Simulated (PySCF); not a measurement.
PySCF input for C₃H₄ClNSi, SMILES Cl[Si@@H]1C=CN=C1, TDA-PBE/def2-SVPD. Coordinates come from a r2SCAN-D4/def2-SVP optimisation. The structure was generated by enumeration; whether it is a known compound was not checked.

```python
import numpy as np
from pyscf import gto, scf, dft, tdscf

mol = gto.M(
    atom='''
    Cl   -1.73174302   -0.84113857    0.96543569
    Si   -0.39828355   -0.28349426   -0.52094721
    C     1.36260228   -0.80311408   -0.23708788
    C     2.07091406    0.34491821   -0.15169674
    N     1.42175890    1.62300925   -0.25238604
    C     0.14772539    1.54126665   -0.41889561
    H    -0.98406002   -0.67807349   -1.83203838
    H     1.83408060   -1.78499503   -0.16350852
    H     3.15548274    0.39878490   -0.00136148
    H    -0.42966486    2.47306924   -0.50945365
    ''',
    basis='def2-SVPD',
    charge=0,
    spin=0,
    max_memory=1600,
    verbose=4,
)
mf = dft.RKS(mol, xc='pbe').density_fit(auxbasis='def2-universal-jkfit')
mf.grids.level = 3
mf.conv_tol = 1e-9
mf.max_cycle = 100
mf.kernel()
mf.grids = dft.Grids(mol).set(level=1).build(with_non0tab=True)  # coarser grid for the response kernel
td = tdscf.TDA(mf)
td.singlet = True
td.nstates = 10
td.conv_tol = 1e-4
td.positive_eig_threshold = 1e-6
td.kernel(x0=td.get_init_guess(mf, 15))
td.analyze()
tt = tdscf.TDA(mf)
tt.singlet = False
tt.nstates = 4
tt.conv_tol = 1e-4
tt.positive_eig_threshold = 1e-6
tt.kernel(x0=tt.get_init_guess(mf, 9))
tt.analyze(verbose=3)
```

Program output:

```
PySCF version 2.14.0

[INPUT] verbose = 4
[INPUT] num. atoms = 10
[INPUT] num. electrons = 60
[INPUT] charge = 0
[INPUT] spin (= nelec alpha-beta = 2S) = 0
[INPUT] symmetry False subgroup None
[INPUT] Mole.unit = angstrom
[INPUT] Symbol           X                Y                Z      unit          X                Y                Z       unit  Magmom
[INPUT]  1 Cl    -1.731743020000  -0.841138570000   0.965435690000 AA   -3.272520025927  -1.589521530108   1.824409044980 Bohr   0.0
[INPUT]  2 Si    -0.398283550000  -0.283494260000  -0.520947210000 AA   -0.752646829420  -0.535726509286  -0.984447552256 Bohr   0.0
[INPUT]  3 C      1.362602280000  -0.803114080000  -0.237087880000 AA    2.574945125908  -1.517665657982  -0.448031160654 Bohr   0.0
[INPUT]  4 C      2.070914060000   0.344918210000  -0.151696740000 AA    3.913460400911   0.651800952275  -0.286665292589 Bohr   0.0
[INPUT]  5 N      1.421758900000   1.623009250000  -0.252386040000 AA    2.686734936163   3.067042980136  -0.476940493264 Bohr   0.0
[INPUT]  6 C      0.147725390000   1.541266650000  -0.418895610000 AA    0.279160528745   2.912571853426  -0.791597977683 Bohr   0.0
[INPUT]  7 H     -0.984060020000  -0.678073490000  -1.832038380000 AA   -1.859603927934  -1.281373188428  -3.462050787892 Bohr   0.0
[INPUT]  8 H      1.834080600000  -1.784995030000  -0.163508520000 AA    3.465910024378  -3.373151740410  -0.308986321833 Bohr   0.0
[INPUT]  9 H      3.155482740000   0.398784900000  -0.001361480000 AA    5.962998169392   0.753594243612  -0.002572824324 Bohr   0.0
[INPUT] 10 H     -0.429664860000   2.473069240000  -0.509453650000 AA   -0.811948910750   4.673423550686  -0.962727871660 Bohr   0.0

nuclear repulsion = 323.685977318241
number of shells = 69
number of NR pGTOs = 247
number of NR cGTOs = 163
basis = def2-SVPD
ecp = {}


[settings echo left out]
init E= -920.815797978564
  HOMO = -0.283671347709284  LUMO = -0.167037331210021  gap/eV = 3.17377
cycle= 1 E= -920.223936299076  delta_E= 0.592  |g|= 0.441  |ddm|= 5.29
  HOMO = -0.17218416066388  LUMO = -0.0917049761418287  gap/eV = 2.18995
cycle= 2 E= -920.096359689896  delta_E= 0.128  |g|= 0.78  |ddm|= 2.48
  HOMO = -0.219799264651036  LUMO = -0.12250965848399  gap/eV = 2.64739
cycle= 3 E= -920.259757452726  delta_E= -0.163  |g|= 0.262  |ddm|=  1.8
  HOMO = -0.223525056451742  LUMO = -0.131029357492184  gap/eV = 2.51694
cycle= 4 E= -920.278315487517  delta_E= -0.0186  |g|= 0.0517  |ddm|= 0.373
  HOMO = -0.225975734486453  LUMO = -0.129903815198901  gap/eV = 2.61425
cycle= 5 E= -920.27885184797  delta_E= -0.000536  |g|= 0.027  |ddm|= 0.128
  HOMO = -0.22397069265535  LUMO = -0.129408653396955  gap/eV = 2.57316
cycle= 6 E= -920.278981670182  delta_E= -0.00013  |g|= 0.015  |ddm|= 0.0658
  HOMO = -0.224680621907771  LUMO = -0.129714375696321  gap/eV = 2.58416
cycle= 7 E= -920.279046311621  delta_E= -6.46e-05  |g|= 0.00177  |ddm|= 0.0272
  HOMO = -0.224512841253333  LUMO = -0.129594859561933  gap/eV = 2.58285
cycle= 8 E= -920.279047122807  delta_E= -8.11e-07  |g|= 0.000645  |ddm|= 0.00475
  HOMO = -0.224548248169974  LUMO = -0.129639790081672  gap/eV = 2.58259
cycle= 9 E= -920.279047252677  delta_E= -1.3e-07  |g|= 0.000161  |ddm|= 0.00126
  HOMO = -0.224541205242778  LUMO = -0.129629596235711  gap/eV = 2.58268
cycle= 10 E= -920.279047260167  delta_E= -7.49e-09  |g|= 2.73e-05  |ddm|= 0.000291
  HOMO = -0.224542638038469  LUMO = -0.129631411601004  gap/eV = 2.58267
cycle= 11 E= -920.279047260377  delta_E= -2.09e-10  |g|= 9.11e-06  |ddm|= 6.8e-05
  HOMO = -0.224543452493467  LUMO = -0.129631153435928  gap/eV = 2.58270
Extra cycle  E= -920.279047260345  delta_E= 3.21e-11  |g|= 1.42e-05  |ddm|= 4.86e-05
converged SCF energy = -920.279047260345
tot grids = 43280
Overwritten attributes  positive_eig_threshold  of <class 'pyscf.tdscf.rks.TDA'>


******** <class 'pyscf.tdscf.rks.TDA'> for <class 'pyscf.df.df_jk.DFRKS'> ********
nstates = 10 singlet
deg_eia_thresh = 1.000e-03
wfnsym = None
conv_tol = 0.0001
eigh lindep = 1e-12
eigh level_shift = 0
eigh max_cycle = 100


Excitation energies (eV)
[2.81187496 4.09858027 4.37747822 4.79952817 5.55747268 5.70464965
 5.80629092 6.09385989 6.28518479 6.33447018]

** Singlet excitation energies and oscillator strengths **
Excited State   1:      2.81187 eV    440.93 nm  f=0.0004
      30 -> 31        0.70332
Excited State   2:      4.09858 eV    302.51 nm  f=0.0336
      28 -> 31        0.25745
      29 -> 31       -0.62421
Excited State   3:      4.37748 eV    283.23 nm  f=0.0121
      27 -> 31       -0.10315
      28 -> 31       -0.65196
      29 -> 31       -0.22716
Excited State   4:      4.79953 eV    258.33 nm  f=0.0097
      27 -> 31       -0.68970
      29 -> 31        0.10718
Excited State   5:      5.55747 eV    223.09 nm  f=0.0025
      26 -> 31       -0.69678
Excited State   6:      5.70465 eV    217.34 nm  f=0.0013
      30 -> 32        0.49023
      30 -> 33        0.50126
Excited State   7:      5.80629 eV    213.53 nm  f=0.0154
      25 -> 31       -0.11812
      30 -> 32        0.48457
      30 -> 33       -0.48626
Excited State   8:      6.09386 eV    203.46 nm  f=0.0119
      25 -> 31        0.53048
      29 -> 32       -0.29817
      29 -> 33        0.17263
      30 -> 34       -0.27649
Excited State   9:      6.28518 eV    197.26 nm  f=0.0114
      24 -> 31        0.10632
      29 -> 32       -0.35788
      29 -> 33        0.14930
      30 -> 34        0.55278
Excited State  10:      6.33447 eV    195.73 nm  f=0.0023
      30 -> 35        0.70368

** Transition electric dipole moments (AU) **
state          X           Y           Z        Dip. S.      Osc.
  1        -0.0373     -0.0300      0.0588      0.0058      0.0004
  2        -0.0711      0.5687     -0.0762      0.3343      0.0336
  3        -0.1318      0.2995      0.0741      0.1126      0.0121
  4         0.0277     -0.2837      0.0340      0.0824      0.0097
  5         0.0541     -0.0732      0.1015      0.0186      0.0025
  6        -0.0064      0.0709     -0.0640      0.0092      0.0013
  7         0.1243      0.3041      0.0078      0.1080      0.0154
  8         0.2729      0.0202     -0.0697      0.0797      0.0119
  9         0.1105      0.2426     -0.0568      0.0743      0.0114
 10        -0.0632     -0.0585     -0.0858      0.0148      0.0023

** Transition velocity dipole moments (imaginary part, AU) **
state          X           Y           Z        Dip. S.      Osc.
  1         0.0028     -0.0078     -0.0102      0.0002      0.0011
  2         0.0418     -0.0586      0.0110      0.0053      0.0234
  3         0.0046     -0.0268     -0.0329      0.0018      0.0076
  4        -0.0061     -0.0017     -0.0088      0.0001      0.0004
  5         0.0011     -0.0094     -0.0143      0.0003      0.0010
  6        -0.0090     -0.0072      0.0004      0.0001      0.0004
  7         0.0201      0.0468      0.0178      0.0029      0.0091
  8         0.0142      0.0109     -0.0191      0.0007      0.0020
  9         0.0201      0.0398     -0.0371      0.0034      0.0097
 10        -0.0150     -0.0061     -0.0180      0.0006      0.0017

** Transition magnetic dipole moments (imaginary part, AU) **
state          X           Y           Z
  1         0.3697     -0.0950     -0.1454
  2         0.1213      0.0834     -0.9118
  3         0.0024      0.1063     -0.3019
  4        -0.2427      0.1757      0.0938
  5        -0.0461     -0.3427      0.0858
  6         0.1225     -0.1457      0.0649
  7         0.4720     -0.2775      0.5397
  8         0.1313     -0.0711      0.2700
  9        -0.7428      0.1162      0.4059
 10         0.4269      0.0374      0.3022


******** <class 'pyscf.tdscf.rks.TDA'> for <class 'pyscf.df.df_jk.DFRKS'> ********
nstates = 4 triplet
deg_eia_thresh = 1.000e-03
wfnsym = None
conv_tol = 0.0001
eigh lindep = 1e-12
eigh level_shift = 0
eigh max_cycle = 100


Excitation energies (eV)
[2.3110711  2.61570406 4.09197998 4.59143093]

** Triplet excitation energies and oscillator strengths **
Excited State   1:      2.31107 eV    536.48 nm  f=0.0000
Excited State   2:      2.61570 eV    474.00 nm  f=0.0000
Excited State   3:      4.09198 eV    302.99 nm  f=0.0000
Excited State   4:      4.59143 eV    270.03 nm  f=0.0000
```

The calculation finished and met its thresholds.

Cost: very roughly 80 core-seconds.
